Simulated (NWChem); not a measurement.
MgO; SMILES [Mg]=[O]

Program: NWChem. Structure relaxed at the B3LYP/6-31G* (spherical d) level. Ions are spin-unrestricted doublets at the neutral geometry; other ion states weren't tried.

| level | basis functions | vertical ionisation energy, ΔSCF (eV) | −ε(HOMO) (eV) | ΔSCF minus −ε(HOMO) (eV) |
|---|---|---|---|---|
| Hartree-Fock/3-21G | 22 | 4.61 | 8.05 | -3.44 |
| Hartree-Fock/pcseg-1 | 24 | 4.89 | 8.23 | -3.34 |
| Hartree-Fock/aug-pcseg-1 | 37 | 5.01 | 8.76 | -3.75 |
| Hartree-Fock/pcseg-2 | 49 | 4.98 | 8.66 | -3.68 |
| Hartree-Fock/def2-TZVPP | 63 | 5.00 | 8.72 | -3.72 |
| Hartree-Fock/def2-QZVP | 108 | 4.97 | 8.75 | -3.78 |
